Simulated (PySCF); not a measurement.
Electron correlation in Cl²⁺ (chlorine, charge +2)

[Ne] 3s2 3p3, high-spin 4S determinant. All numbers are calculated (PySCF 2.14, the spin-free X2C one-electron Hamiltonian (Gaussian nucleus), in cc-pVTZ-DK (5s4p2d1f, 34 functions)). Frozen: [Ne]; 5 electrons correlated.

MP2 pair energies summed by pair of shells (mhartree):

```tsv
pair	energy	share (%)
3s-3p	-63.41	66.4
3p-3p	-22.11	23.2
3s-3s	-9.98	10.4
```

Total MP2 correlation energy: -95.49 mhartree.

Same-spin part -25.49 and opposite-spin part -70.00 mhartree; SCS-MP2 scales them by 1/3 and 6/5 to -92.50 mhartree.

```tsv
level	correlation energy (mhartree)
CCSD	-115.66
(T)	-3.16
CCSD(T)	-118.82
```

Diagnostics: T1 = 0.0028, D1 = 0.0075, largest double amplitude 0.060.

Q: Is a single reference adequate?

A: Yes: T1 lies below 0.03 and no double amplitude reaches 0.07.
